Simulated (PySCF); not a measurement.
CCl₂F, SMILES [C](Cl)(F)Cl, multiplicity 2.

Geometry: TPSSh-D3(BJ)/def2-SVP. The isomer is the one that the SMILES or the coordinates give; other isomers of the formula were not compared.

All values below come from SMD-ωB97X/6-31G* (PySCF).

Solvation free energies are E(SMD) − E(gas) at the gas-phase geometry, for 1 M in both phases. In vacuum the dipole moment is 0.13 D.

Computed solvation free energies in water, chlorobenzene, diethylether:
| solvent | ΔG(solv) (kcal/mol) | its non-electrostatic (CDS) part | dipole (D) |
|---|---|---|---|
| water | 2.7 | 3.0 | 0.12 |
| chlorobenzene | -0.8 | -0.5 | 0.12 |
| diethylether | -0.9 | -0.7 | 0.12 |
